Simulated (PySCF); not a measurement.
Compound: C5H8PSi (charge -1).
SMILES with atom numbers: `[CH3:1][c:2]1[cH:3][p-:4][cH:5][c:6]1[SiH3:7]` (hydrogens: H8, H9, H10 on C1; H11 on C3; H12 on C5; H13, H14, H15 on Si7)

The same species was optimised twice, with GFN2-xTB and with PBE0-D3(BJ)/def2-SVP (PySCF), and the same property calculations (PySCF, gas phase) were run on both structures.

```
   coordinate  GFN2-xTB  PBE0-D3(BJ)/def2-SVP  change
    C2–C3 (Å)     1.373                 1.392  +0.019
    P4–C5 (Å)     1.733                 1.752  +0.019
    C5–C6 (Å)     1.394                 1.411  +0.017
    C3–P4 (Å)     1.752                 1.769  +0.017
    C2–C6 (Å)     1.417                 1.431  +0.014
   C6–Si7 (Å)     1.843                 1.834  -0.009
    C1–C2 (Å)     1.500                 1.503  +0.003
C5–C6–Si7 (°)     124.3                 123.0    -1.3
 C2–C6–C5 (°)     111.1                 111.8    +0.7
 P4–C5–C6 (°)     113.9                 113.2    -0.7
 C3–C2–C6 (°)     112.6                 112.1    -0.5
C2–C6–Si7 (°)     124.6                 125.1    +0.5
 C1–C2–C3 (°)     124.0                 124.4    +0.4
 C3–P4–C5 (°)      89.1                  89.6    +0.5
 C1–C2–C6 (°)     123.4                 123.5    +0.1
```

Rotational constants: A = 3003, B = 1395, C = 968.3 MHz (GFN2-xTB) against A = 2925, B = 1389, C = 957.2 MHz (PBE0-D3(BJ)/def2-SVP). Point groups within 0.08 Å: Cs and Cs.

On the GFN2-xTB structure: HOMO (eV) -0.66 [PBE0/pcSseg-1]; LUMO (eV) 4.93 [PBE0/pcSseg-1]; GIAO shielding of C1 (ppm) 164.7 [PBE0/pcSseg-1]; GIAO shielding of C2 (ppm) 54.1 [PBE0/pcSseg-1]; GIAO shielding of C3 (ppm) 52.4 [PBE0/pcSseg-1]; GIAO shielding of P4 (ppm) 225.3 [PBE0/pcSseg-1]; GIAO shielding of C5 (ppm) 35.1 [PBE0/pcSseg-1]; GIAO shielding of C6 (ppm) 83.4 [PBE0/pcSseg-1]; GIAO shielding of Si7 (ppm) 442.9 [PBE0/pcSseg-1].

Task: What do these properties become on the PBE0-D3(BJ)/def2-SVP structure?

Result: 
```json
{"property": "HOMO (eV)", "level": "PBE0/pcSseg-1", "on GFN2-xTB": "-0.66", "on PBE0-D3(BJ)/def2-SVP": "-0.73", "change": "-0.07"}
{"property": "LUMO (eV)", "level": "PBE0/pcSseg-1", "on GFN2-xTB": "4.93", "on PBE0-D3(BJ)/def2-SVP": "4.83", "change": "-0.10"}
{"property": "energy, GFN2-xTB geometry as zero (kcal/mol)", "level": "PBE0/pcSseg-1", "on GFN2-xTB": "0.0", "on PBE0-D3(BJ)/def2-SVP": "-1.2", "change": "-1.2"}
{"property": "GIAO shielding of C1 (ppm)", "level": "PBE0/pcSseg-1", "on GFN2-xTB": "164.7", "on PBE0-D3(BJ)/def2-SVP": "163.1", "change": "-1.6"}
{"property": "GIAO shielding of C2 (ppm)", "level": "PBE0/pcSseg-1", "on GFN2-xTB": "54.1", "on PBE0-D3(BJ)/def2-SVP": "49.9", "change": "-4.2"}
{"property": "GIAO shielding of C3 (ppm)", "level": "PBE0/pcSseg-1", "on GFN2-xTB": "52.4", "on PBE0-D3(BJ)/def2-SVP": "46.8", "change": "-5.6"}
{"property": "GIAO shielding of P4 (ppm)", "level": "PBE0/pcSseg-1", "on GFN2-xTB": "225.3", "on PBE0-D3(BJ)/def2-SVP": "214.1", "change": "-11.2"}
{"property": "GIAO shielding of C5 (ppm)", "level": "PBE0/pcSseg-1", "on GFN2-xTB": "35.1", "on PBE0-D3(BJ)/def2-SVP": "29.5", "change": "-5.6"}
{"property": "GIAO shielding of C6 (ppm)", "level": "PBE0/pcSseg-1", "on GFN2-xTB": "83.4", "on PBE0-D3(BJ)/def2-SVP": "78.7", "change": "-4.7"}
{"property": "GIAO shielding of Si7 (ppm)", "level": "PBE0/pcSseg-1", "on GFN2-xTB": "442.9", "on PBE0-D3(BJ)/def2-SVP": "438.7", "change": "-4.2"}
```

The heavy atoms differ by 0.017 Å rms after alignment. Among bonds between heavy atoms C2–C3 and P4–C5 change most and about equally (+0.019 Å). Changes are differences of the printed values. Neither structure is proved a minimum here. Geometry: PBE0-D3(BJ)/def2-SVP; no solvent, vibrations or thermal averaging.
